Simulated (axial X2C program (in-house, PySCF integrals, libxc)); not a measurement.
# Worked dissociation energy of CoC⁺: CCSD(T), scalar-relativistic

All values were computed with an axial X2C code built on PySCF integrals. Spin-free means the one-electron spin-free X2C Hamiltonian. Basis: Co dyall-cv3z [9s10p6d3f2g], C dyall-v3z [7s6p2d1f] (cores contracted in-house); Gaussian nuclei, density fitting, unrestricted open shells. Masses: Co 58.933 u, C 12.000 u.

Molecular state: M_S = 0, Λ = 2 (beyond evenly filled blocks: σα, δ+α, δ+β, δ-β).

Correlated methods: 12 electrons correlated (number of frozen shells: Co 3 s, 2 p; C 1 s), 226 virtual spin orbitals or spinors in MP2, 90 natural virtuals in coupled cluster.

- E(Co+) (2M_S = 2, M_L = 2): -1391.884418 hartree
- E(C) (2M_S = 2, M_L = 1): -37.799364 hartree
- E(CoC⁺) at Re: -1429.773623 hartree
- ωe: 747.4 cm⁻¹
- ωexe: 2.95 cm⁻¹

(1) Work out De and D0.

One determinant describes the state; a PBE0 search over occupations chose it and may have missed a lower one. Dissociation energies refer to the lowest single-determinant-based atoms at the same level and basis. CCSD and (T) use frozen natural virtuals with an MP2 correction for the truncation; (T) itself is uncorrected, so its De runs slightly low. PBE0 can misorder states that lie within some tenths of an eV, so this need not be the ground state of the molecule. The nearest other spin-free determinant of the search, M_S = 1, Λ = 2, lies 0.06 eV up at the distance of the search. With several unpaired electrons one determinant need not be a pure state. The determinant is spin-polarised beyond a pure state at some levels (its spin-free form has ⟨S²⟩ too high), which makes Re and μ there less reliable. The T1 diagnostic is large, a sign of multireference character.

The levels of this run spread widely (ωe from 709 to 890 cm⁻¹), so these constants depend on the method.

Each atomic determinant is the lowest at this level and need not be a pure term. Totals compare only within one Hamiltonian and basis.

Results:

(1) De = -1391.884418 + (-37.799364) − (-1429.773623) = 0.08984 hartree = 2.445 eV. The zero-point energy is ωe/2 − ωexe/4 = 373 cm⁻¹ = 0.046 eV, so D0 = 2.398 eV.
